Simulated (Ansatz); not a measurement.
Geometry optimisation, RHF/def2-SVP (Ansatz).

The input (input.yaml):

```yaml
crystal:
  periodic: [false, false, false]
  atoms:
    - { symbol: Hf, position_ang: [-0.176775, -0.315144, 0.167333] }
    - { symbol: Cl, position_ang: [-0.218241, -0.42922, 2.649641] }
    - { symbol: Cl, position_ang: [2.010485, -0.545311, -0.801812] }
    - { symbol: O, position_ang: [-1.109185, 1.204628, -0.523932] }
    - { symbol: H, position_ang: [-1.684784, 1.819319, -0.940884] }
    - { symbol: O, position_ang: [-1.140018, -1.867118, -0.366757] }
    - { symbol: H, position_ang: [-1.603936, -2.664034, -0.551566] }
    - { symbol: Si, position_ang: [1.754879, 2.765767, 1.316492] }
    - { symbol: H, position_ang: [3.077309, 2.574476, 1.946631] }
    - { symbol: H, position_ang: [1.907335, 3.11271, -0.111398] }
    - { symbol: H, position_ang: [0.999032, 3.827746, 2.016196] }
    - { symbol: H, position_ang: [0.999998, 1.510382, 1.449558] }
basis:
  gaussian: { orbitals: def2-SVP }
hamiltonian:
  xc: hf
relax:
  f_tol: 0.03
  max_steps: 50
output:
  orbitals: {}
```

Command:

```bash
$ ansatz run input.yaml --threads 4 --pin off --max-ram 5120MiB --backend cpu --events-out ev --progress --plain --runs-dir out
```

Where does it end, and by what steps?

The forces met the threshold. The force dipped under the threshold on the way, but the program's further checks kept it going. After 27 steps the energy has fallen by 0.253 eV; H11 moved furthest, 1.35 Å.

```tsv
step	energy less start (eV)	largest force component (eV/Å)	accepted
0	0.0000	1.073	yes
1	-0.1042	0.703	yes
2	-0.1678	0.209	yes
3	-0.1605	0.835	no
4	-0.1974	0.158	yes
5	-0.2142	0.135	yes
6	-0.2274	0.096	yes
7	-0.2355	0.063	yes
8	-0.2398	0.022	yes
9	-0.2406	0.064	yes
10	-0.2412	0.060	yes
11	-0.2420	0.028	yes
12	-0.2427	0.032	yes
13	-0.2436	0.041	yes
14	-0.2441	0.055	yes
15	-0.2448	0.060	yes
16	-0.2458	0.105	yes
17	-0.2464	0.094	yes
18	-0.2481	0.066	yes
19	-0.2494	0.035	yes
20	-0.2504	0.053	yes
21	-0.2508	0.070	yes
22	-0.2513	0.060	yes
23	-0.2521	0.050	yes
24	-0.2525	0.063	yes
25	-0.2526	0.055	yes
26	-0.2528	0.039	yes
27	-0.2531	0.002	yes
```

```xyz
12
Properties=species:S:1:pos:R:3
Hf -0.541 -0.762 0.169
Cl -0.934 -1.014 2.519
Cl 1.803 -0.502 -0.269
O -1.472 0.777 -0.468
H -1.946 1.516 -0.803
O -1.166 -2.324 -0.729
H -1.505 -3.069 -1.190
Si 2.120 3.271 1.403
H 3.457 2.652 1.530
H 1.787 3.466 -0.027
H 2.115 4.586 2.086
H 1.099 2.398 2.029
```

Whether the end is a true minimum wasn't checked by a vibrational analysis.

Run time: 57 s on 4 threads of Arm Neoverse V1, with other jobs on the host, peak memory 0.42 GiB.
